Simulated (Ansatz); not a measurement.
Job for Ansatz (a program for electronic structure): R-BHLYP/def2-TZVPPD on H2Se (SMILES [SeH2]). Files ending in .json are basis or fitting sets from the Basis Set Exchange.

Ansatz 0.2 input:
```yaml
crystal:
  periodic: [false, false, false]
  atoms:
    - {symbol: Se, position_ang: [0.26846055, 0.11936317, 3.46380604]}
    - {symbol: H, position_ang: [-0.04461748, -0.36959397, 4.81712490]}
    - {symbol: H, position_ang: [0.97766581, -1.12343440, 3.13233239]}
basis:
  gaussian:
    orbitals: def2-TZVPPD.json
hamiltonian:
  xc: {name: BHLYP}
scf: {lower_state_search: off}
```

Question: Predict the final total energy.

Answer: -2402.7357 hartree.
